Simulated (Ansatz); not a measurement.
`C=CN[SiH3]` + H–F → `C=CF` + `N[SiH3]` at 600 K and 1 bar (substitution at a C–N bond).

Computed with Ansatz on PBE0-D4/def2-TZVP structures; ΔE is electronic, products minus reactants. CCSD(T)/CBS is the MP2 limit (def2-TZVPP, def2-QZVPP) plus CCSD(T) − MP2 in def2-TZVPP, frozen cores. This one scheme is used for every species. Each species was taken in one conformer, which may not be the lowest.

```tsv
species	CCSD(T)/CBS energy (Eh)	H − E (kJ/mol)	S (J/(mol·K))
`C=CN[SiH3]`	-424.08767	277.8	408.2
H–F	-100.39570	42.3	194.0
`C=CF`	-177.66469	146.9	296.5
`N[SiH3]`	-346.80422	170.6	320.8
```

H − E and S are ideal-gas, rigid-rotor, harmonic terms from PBE0-D4/def2-TZVP, for one conformer and one mirror image of each species. 1 Eh = 2625.50 kJ/mol, R = 8.31446 J/(mol·K).

**Question.** By hand: ΔE, ΔH, ΔS and ΔG.

**Answer.** ΔE = (-177.66469) + (-346.80422) − (-424.08767) − (-100.39570) = 0.01446 Eh = 38.0 kJ/mol. Δ(H − E) = 146.9 + 170.6 − 277.8 − 42.3 = -2.6, so ΔH = 35.4 kJ/mol. ΔS = 296.5 + 320.8 − 408.2 − 194.0 = 15.1 J/(mol·K). ΔG = 35.4 − 600 × (15.1)/1000 = 26.3 kJ/mol.

**Question.** By hand: the equilibrium constant, and the temperature at which ΔG would vanish if ΔH and ΔS stayed fixed.

**Answer.** log₁₀ K = −ΔG/(RT ln 10) = -2.3. ΔG = 0 at ΔH/ΔS = 2344 K, though so small a ΔS makes that figure unsure.

ΔH outweighs TΔS. A doubt of 5 kJ/mol in ΔE shifts log₁₀ K by 0.4 here. Other conformers and mirror images would add mixing entropy, several J/(mol·K) or more a flexible species. These are equilibria of isolated gas molecules and say nothing of rates. Largest T1 diagnostic: 0.012 (customary marks: 0.02 for closed shells, 0.045 for open ones).
